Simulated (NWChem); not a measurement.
Everything below was run with NWChem. System: CH$_{4}$OSi, charge 0, spin multiplicity 1, at a geometry optimised with B3LYP/def2-SVP. The structure started from a generated list of species. Level: RHF/def2-SVPD.

Part of the output:

```
             Northwest Computational Chemistry Package (NWChem) 7.3.0
             --------------------------------------------------------

                                NWChem Input Module
                                -------------------

 Scaling coordinates for geometry "geometry" by  1.889725989
 (inverse scale =  0.529177249)

 Turning off AUTOSYM since
 SYMMETRY directive was detected!

                             Geometry "geometry" -> ""
                             -------------------------

 Output coordinates in angstroms (scale by  1.889725989 to convert to a.u.)

  No.       Tag          Charge          X              Y              Z
 ---- ---------------- ---------- -------------- -------------- --------------
    1 Si                  14.0000    -0.97301700     0.74739100     0.00000000
    2 H                    1.0000     0.18177700     1.79508300     0.00000000
    3 O                    8.0000    -0.01749700    -0.61718000     0.00000000
    4 C                    6.0000     1.38299600    -0.79323900     0.00000000
    5 H                    1.0000     1.68335800    -1.36857600     0.89177300
    6 H                    1.0000     1.68335800    -1.36857600    -0.89177300
    7 H                    1.0000     1.91573700     0.17546600     0.00000000

 Effective nuclear repulsion energy (a.u.)      99.8749083080

            Nuclear Dipole moment (a.u.)
            ----------------------------
        X                 Y               Z
 ---------------- ---------------- ----------------
    -0.0000151178    -0.0000056692     0.0000000000

      Symmetry information
      --------------------

 Group name             Cs
 Group number              2
 Group order               2
 No. of unique centers     6

      Symmetry unique atoms

     1    2    3    4    5    7


 Summary of "ao basis" -> "" (spherical)
 ------------------------------------------------------------------------------
       Tag                 Description            Shells   Functions and Types
 ---------------- ------------------------------  ------  ---------------------
 *                         def2-svpd                  on all atoms

 Summary of "ao basis" -> "ao basis" (spherical)
 ------------------------------------------------------------------------------
       Tag                 Description            Shells   Functions and Types
 ---------------- ------------------------------  ------  ---------------------
[...]
  ----- ------------  ---------------      ----- ------------  ---------------
    39      0.472434  3 O  pz                42      0.386176  3 O  pz
    62     -0.263082  4 C  pz                76     -0.236504  5 H  s
    84      0.236504  6 H  s

 Vector   16  Occ=2.000000D+00  E=-3.329871D-01  Symmetry=a'
              MO Center= -1.2D+00,  8.9D-01, -5.1D-14, r^2= 2.4D+00
   Bfn.  Coefficient  Atom+Function         Bfn.  Coefficient  Atom+Function
  ----- ------------  ---------------      ----- ------------  ---------------
     3      0.426415  1 Si s                  4      0.370850  1 Si s
    12     -0.353869  1 Si px                 9     -0.303488  1 Si px
    25     -0.255144  2 H  s                  2      0.245168  1 Si s
    26     -0.225380  2 H  s                  6      0.161064  1 Si px

 Vector   17  Occ=0.000000D+00  E= 4.232391D-02  Symmetry=a"
              MO Center= -9.8D-01,  9.0D-01, -1.0D-12, r^2= 3.6D+00
   Bfn.  Coefficient  Atom+Function         Bfn.  Coefficient  Atom+Function
  ----- ------------  ---------------      ----- ------------  ---------------
    14      0.540159  1 Si pz                45      0.502573  3 O  pz
    77     -0.340175  5 H  s                 85      0.340175  6 H  s
    11      0.287756  1 Si pz                21      0.230909  1 Si d -1
    74     -0.186359  4 C  d  1              39     -0.179453  3 O  pz
    42     -0.169271  3 O  pz                 8     -0.166873  1 Si pz

 Vector   18  Occ=0.000000D+00  E= 9.418679D-02  Symmetry=a'
              MO Center=  4.4D-01, -2.2D-01, -3.5D-13, r^2= 1.2D+01
   Bfn.  Coefficient  Atom+Function         Bfn.  Coefficient  Atom+Function
  ----- ------------  ---------------      ----- ------------  ---------------
    59      3.944072  4 C  s                 58      2.653533  4 C  s
     5      2.313733  1 Si s                 36     -2.313338  3 O  s
     4     -1.880492  1 Si s                 77     -1.682564  5 H  s
    85     -1.682564  6 H  s                 93     -1.512496  7 H  s
    43     -0.504436  3 O  px                83      0.475931  5 H  pz

 Vector   19  Occ=0.000000D+00  E= 1.122827D-01  Symmetry=a'
              MO Center= -1.2D+00,  1.7D+00,  1.8D-12, r^2= 9.0D+00
   Bfn.  Coefficient  Atom+Function         Bfn.  Coefficient  Atom+Function
  ----- ------------  ---------------      ----- ------------  ---------------
    59      3.986349  4 C  s                  5     -3.553573  1 Si s
    43     -2.080042  3 O  px                 4      1.433406  1 Si s
    58      1.006698  4 C  s                 77     -0.895740  5 H  s
    85     -0.895740  6 H  s                 13      0.771792  1 Si py
    93     -0.712123  7 H  s                 24      0.491625  1 Si d  2

 center of mass
 --------------
 x =  -0.17003343 y =   0.02351003 z =   0.00000000

 moments of inertia (a.u.)
 ------------------
         135.409971608335         133.008530896612           0.000000000000
         133.008530896612         214.283535233110           0.000000000000
           0.000000000000           0.000000000000         338.244931976090

  Mulliken analysis of the total density
  --------------------------------------

    Atom       Charge   Shell Charges
 -----------   ------   -------------------------------------------------------
    1 Si  14    13.30   2.00  1.99  1.18  0.30  0.07  5.93  0.86  0.76  0.17  0.04
    2 H    1     1.23   0.74  0.46  0.01  0.02
    3 O    8     9.04   1.99  1.04  0.79  0.05  2.85  2.10  0.13  0.01  0.06
    4 C    6     5.40   1.99  0.88 -0.15  0.04  1.94  0.65  0.06 -0.01
    5 H    1     1.02   0.77  0.18  0.02  0.04
    6 H    1     1.02   0.77  0.18  0.02  0.04
    7 H    1     1.01   0.76  0.15  0.02  0.07

       Multipole analysis of the density wrt the origin
       ------------------------------------------------

     L   x y z        total         open         nuclear
     -   - - -        -----         ----         -------
     0   0 0 0     -0.000000      0.000000     32.000000

     1   1 0 0      0.647126      0.000000     -0.000015
     1   0 1 0      0.065278      0.000000     -0.000006
     1   0 0 1      0.000000      0.000000      0.000000

     2   2 0 0    -21.118872      0.000000    121.786382
     2   1 1 0     -1.106913      0.000000    -73.643135
     2   1 0 1      0.000000      0.000000      0.000000
     2   0 2 0    -20.704138      0.000000     77.285245
     2   0 1 1     -0.000000      0.000000      0.000000
     2   0 0 2    -18.054089      0.000000      5.679843

 Task  times  cpu:        3.3s     wall:        3.3s

 Total times  cpu:        3.3s     wall:        3.3s
```

### Question
Write an NWChem input that would produce this output.

### Answer
This is not unique; one that fits is 
```
start mol
memory heap 200 mb stack 900 mb global 1100 mb
geometry units angstroms nocenter noautoz
  Si    -0.973017     0.747391     0.000000
  H      0.181777     1.795083     0.000000
  O     -0.017497    -0.617180     0.000000
  C      1.382996    -0.793239     0.000000
  H      1.683358    -1.368576     0.891773
  H      1.683358    -1.368576    -0.891773
  H      1.915737     0.175466     0.000000
  symmetry group Cs
end
basis spherical
  * library def2-svpd
end
scf
  rhf
  nopen 0
  maxiter 100
  thresh 1e-7
  semidirect memsize 60000000 filesize 0
end
task scf energy
```
